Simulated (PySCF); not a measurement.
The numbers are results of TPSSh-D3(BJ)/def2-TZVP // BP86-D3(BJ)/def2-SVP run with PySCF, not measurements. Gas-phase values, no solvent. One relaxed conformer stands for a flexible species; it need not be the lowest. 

Reference species: [Sc(F)2(OH)] (neutral, multiplicity 1).

The HOMO comes out as -8.27 eV. The LUMO comes out as -2.45 eV and the HOMO–LUMO gap is 5.82 eV.

Changed species: [Sc(F)(OH)2] (2 of 3 F replaced by OH; the reference has 1 of 3 F replaced by OH).

### Question
Predict the effect on the HOMO, LUMO and HOMO–LUMO gap.

### Answer
the HOMO rises by 0.46 eV, to -7.81 eV; the LUMO rises by 0.43 eV, to -2.02 eV; the HOMO–LUMO gap decreases by 0.03 eV, to 5.79 eV.
